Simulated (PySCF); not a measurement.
Te(Me)(SMe) (C2H6STe), SMILES CS[Te]C.

Geometry: B3LYP-D3(BJ)/def2-SVP. The def2 effective core potentials stand for the cores of Te; spin–orbit coupling is left out. One conformer was computed; it need not be the lowest.

Level of theory: TDA-B3LYP/def2-SVPD (PySCF).

Vertical excitations. The molecule is in vacuum.

Computed UV-visible absorptions:
```json
[
 {"state": "S1", "energy (eV)": "3.17", "λ (nm)": "391", "f": "0.002", "main pairs": "HOMO→LUMO 99 %"},
 {"state": "S2", "energy (eV)": "3.75", "λ (nm)": "331", "f": "0.005", "main pairs": "HOMO−1→LUMO 98 %"},
 {"state": "S3", "energy (eV)": "4.39", "λ (nm)": "282", "f": "0.001", "main pairs": "HOMO→LUMO+1 98 %"},
 {"state": "S4", "energy (eV)": "5.19", "λ (nm)": "239", "f": "0.019", "main pairs": "HOMO−1→LUMO+1 90 %"},
 {"state": "S5", "energy (eV)": "5.37", "λ (nm)": "231", "f": "0.073", "main pairs": "HOMO→LUMO+2 86 %"},
 {"state": "S6", "energy (eV)": "5.50", "λ (nm)": "226", "f": "0.006", "main pairs": "HOMO→LUMO+3 77 %"},
 {"state": "S7", "energy (eV)": "5.91", "λ (nm)": "210", "f": "0.001", "main pairs": "HOMO−1→LUMO+2 63 %, HOMO−1→LUMO+3 30 %"},
 {"state": "S8", "energy (eV)": "5.92", "λ (nm)": "209", "f": "0.026", "main pairs": "HOMO→LUMO+4 72 %, HOMO→LUMO+5 11 %"},
 {"state": "S9", "energy (eV)": "6.04", "λ (nm)": "205", "f": "0.005", "main pairs": "HOMO→LUMO+5 28 %, HOMO→LUMO+4 19 %, HOMO−1→LUMO+2 13 %, HOMO−3→LUMO 13 %"},
 {"state": "S10", "energy (eV)": "6.05", "λ (nm)": "205", "f": "0.027", "main pairs": "HOMO−1→LUMO+3 42 %, HOMO−1→LUMO+2 21 %, HOMO→LUMO+5 16 %"},
 {"state": "T1", "energy (eV)": "2.56", "λ (nm)": "484", "f": "0", "main pairs": "HOMO→LUMO 99 %"},
 {"state": "T2", "energy (eV)": "3.20", "λ (nm)": "387", "f": "0", "main pairs": "HOMO−1→LUMO 98 %"},
 {"state": "T3", "energy (eV)": "3.82", "λ (nm)": "325", "f": "0", "main pairs": "HOMO→LUMO+1 96 %"},
 {"state": "T4", "energy (eV)": "4.56", "λ (nm)": "272", "f": "0", "main pairs": "HOMO−2→LUMO 89 %"}
]
```
Triplets are in the Tamm–Dancoff approximation.
